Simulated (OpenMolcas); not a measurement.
# Ionisation energies of titanium

```json
{
  "Program": "OpenMolcas",
  "Basis": "ANO-R2 [6s5p4d2f1g]",
  "Scalar Hamiltonian": "X2C, finite nucleus",
  "Spin-orbit coupling": "state interaction with AMFI integrals over the reference wave functions, term energies averaged over their components"
}
```

Active shells in each charge state: the valence d shell, with orbitals averaged over the low states. Where CASPT2's correlated closed shells are named, they are those of the first ion.

A. CASSCF
B. SS-CASPT2, IPEA 0.25 Eh, imaginary shift 0.1 Eh (closed shells correlated: 3s 3p)
C. SS-CASPT2, IPEA 0.25 Eh, imaginary shift 0.1 Eh (closed shells correlated: none)
D. SS-CASPT2, IPEA 0.25 Eh, imaginary shift 0.1 Eh (closed shells correlated: 2s 2p 3s 3p)
E. SS-CASPT2, IPEA 0 Eh, imaginary shift 0.1 Eh (closed shells correlated: 3s 3p)

Energies in eV between the lowest computed levels, named as in B; reference values from the NIST Atomic Spectra Database with their kind.

| From | To | A | B | C | D | E | Spin-orbit share in B | Reference |
| --- | --- | --- | --- | --- | --- | --- | --- | --- |
| Ti2+ 3d2 3F2 | Ti3+ 3d 2D 3/2 | 26.575 | 27.479 | 26.750 | 27.494 | 27.550 | +0.004 | 27.492 (measured) |
| Ti3+ 3d 2D 3/2 | Ti4+ 3p6 1S0 | 42.171 | 42.964 | 42.171 | 42.978 | 43.030 | +0.027 | 43.267 (measured) |

Error against the reference values, in %:

| From | Reference | A | B | C | D | E |
| --- | --- | --- | --- | --- | --- | --- |
| Ti2+ | measured | -3.3 | 0 | -2.7 | 0 | +0.2 |
| Ti3+ | measured | -2.5 | -0.7 | -2.5 | -0.7 | -0.5 |

Mean absolute error over the 2 measured values: A 1.01 eV, B 0.16 eV, C 0.92 eV, D 0.15 eV, E 0.15 eV.

The lowest level within the active space need not be the ion's true ground level.
